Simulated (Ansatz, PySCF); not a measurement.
Molecule: sum formula BN₂H₄F (charge 0, singlet). SMILES: NB(N)F
Geometry from a B3LYP-D3(BJ)/def2-TZVP (Ansatz, a first-principles code) optimisation:
```
B
F 1 1.3555
N 1 1.4116 2 117.61
H 3 1.0033 1 124.27 2 180.00
H 3 1.0042 4 114.36 1 180.00
N 1 1.4116 2 117.61 3 180.00
H 6 1.0033 1 124.27 2 180.00
H 6 1.0042 7 114.36 1 180.00
```
Charge 0, spin multiplicity 1.

PBE beside other levels, property by property. Cores are frozen in the correlated levels unless marked. UHF or UKS for open shells. Spin-orbit coupling is left out. No relativistic terms. Basis-set limits of correlation are two-point, X^-3; Hartree-Fock from the larger set. The bracket is a focal-point correction in the basis named. Rows marked 298 K are enthalpies with B3LYP-D3(BJ) harmonic zero-point and thermal terms. Atomisation energies are electronic, to ground-state atoms; the column to compare with has the core term from cc-pwCVTZ added, other frozen-core levels have none. Frequencies are from Ansatz or PySCF. Anions need diffuse functions, of which def2-TZVPD holds fewer than the aug- sets. The coupled-cluster column (Ansatz) is a level with limits of its own: (a) RI-MP2/CBS(aug-cc-pVTZ,aug-cc-pVQZ)+[CCSD(T)-MP2]/aug-cc-pVTZ; (b) CCSD(T)/CBS(cc-pVTZ,cc-pVQZ).

```json
[
 {"property": "H-N bond dissociation enthalpy, 298 K, to [NH]B(N)F + H atom (kcal/mol)", "SVWN5/def2-TZVPD (Ansatz)": "127.1", "B3LYP-D3(BJ)/def2-TZVPD (Ansatz + dftd3)": "112.8", "wB97X-V/def2-TZVPD (Ansatz)": "113.9", "coupled cluster": "116.2 (b)"},
 {"property": "atomisation energy (kcal/mol)", "SVWN5/def2-TZVPD (Ansatz)": "881.5", "B3LYP-D3(BJ)/def2-TZVPD (Ansatz + dftd3)": "769.7", "wB97X-V/def2-TZVPD (Ansatz)": "766.2", "coupled cluster": "765.9 (b)"},
 {"property": "B-F bond dissociation enthalpy, 298 K, to N[B]N + F atom (kcal/mol)", "SVWN5/def2-TZVPD (Ansatz)": "189.7", "B3LYP-D3(BJ)/def2-TZVPD (Ansatz + dftd3)": "164.2", "wB97X-V/def2-TZVPD (Ansatz)": "167.8", "coupled cluster": "169.4 (b)"},
 {"property": "deprotonation enthalpy (H-N bond), 298 K, to [NH-]B(N)F + H+ (kcal/mol)", "SVWN5/def2-TZVPD (Ansatz)": "373.6", "B3LYP-D3(BJ)/def2-TZVPD (Ansatz + dftd3)": "382.0", "wB97X-V/def2-TZVPD (Ansatz)": "383.1", "coupled cluster": "381.1 (a)"},
 {"property": "B-N bond dissociation enthalpy, 298 K, to N[B]F + [NH2] (NH2) (kcal/mol)", "SVWN5/def2-TZVPD (Ansatz)": "146.4", "B3LYP-D3(BJ)/def2-TZVPD (Ansatz + dftd3)": "125.3", "wB97X-V/def2-TZVPD (Ansatz)": "130.0", "coupled cluster": "130.4 (b)"},
 {"property": "proton affinity at N, enthalpy at 298 K, to NB([NH3+])F (kcal/mol)", "SVWN5/def2-TZVPD (Ansatz)": "194.2", "B3LYP-D3(BJ)/def2-TZVPD (Ansatz + dftd3)": "200.8", "wB97X-V/def2-TZVPD (Ansatz)": "201.0", "coupled cluster": "201.0 (b)"}
]
```

What does PBE/def2-TZVPD (Ansatz) give for each property, and on which side of coupled cluster does it fall?


- H-N bond dissociation enthalpy, 298 K, to [NH]B(N)F + H atom: PBE lies 5.0 kcal/mol below coupled cluster; PBE gives 111.2 kcal/mol.
- atomisation energy: PBE lies 15.9 kcal/mol above coupled cluster; PBE gives 781.8 kcal/mol.
- B-F bond dissociation enthalpy, 298 K, to N[B]N + F atom: PBE lies 3.3 kcal/mol below coupled cluster; PBE gives 166.1 kcal/mol.
- deprotonation enthalpy (H-N bond), 298 K, to [NH-]B(N)F + H+: PBE lies 3.0 kcal/mol below coupled cluster; PBE gives 378.1 kcal/mol.
- B-N bond dissociation enthalpy, 298 K, to N[B]F + [NH2] (NH2): PBE lies 5.2 kcal/mol below coupled cluster; PBE gives 125.2 kcal/mol.
- proton affinity at N, enthalpy at 298 K, to NB([NH3+])F: PBE lies 0.6 kcal/mol below coupled cluster; PBE gives 200.4 kcal/mol.
